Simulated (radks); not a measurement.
Fe+, 25 electrons, occupied as [Ar] 3d5.5 4s1.5 (fractional occupations, a model configuration). Method: non-relativistic Kohn-Sham, LDA (Slater exchange, Perdew-Wang correlation), spin-unpolarised, spherical densities, point nucleus; computed with a radial shooting solver on a logarithmic mesh with Libxc functionals.

Normalised radial functions P(r) = r R(r), r in bohr:

```
   r/bohr * 3p, o 3d (the largest magnitude, 1.12, reaches the edge; | marks zero, & curves that meet)
 0.002231                             &
    0.003                             &
 0.004033                             &
 0.005422                             &
  0.00729                             &
 0.009802                             &
  0.01318                             o*
  0.01772                             o*
  0.02382                             o *
  0.03203                             o  *
  0.04306                             o    *
  0.05789                             o       *
  0.07783                             |o         *
   0.1046                             | o          *
   0.1407                             |   o          *
   0.1891                             |     o      *
   0.2543                             |     *   o
   0.3419                       *     |              o
   0.4597          *                  |                   o
    0.618  *                          |                      o
   0.8309  *                          |                     o
    1.117         *                   |                  o
    1.502                  *          |             o
    2.019                         *   |        o
    2.715                            *|    o
     3.65                             * o
    4.908                             &
    6.598                             &
    8.871                             &
    11.93                             &
    16.04                             &
    21.56                             &
```

3p: eigenvalue -71.168 eV, 1 radial node at r = 0.299 bohr, <r> = 0.857 bohr, 90 % of the charge inside 1.32 bohr. 3d: eigenvalue -19.215 eV, 0 radial nodes, <r> = 1.06 bohr, 90 % of the charge inside 1.84 bohr.
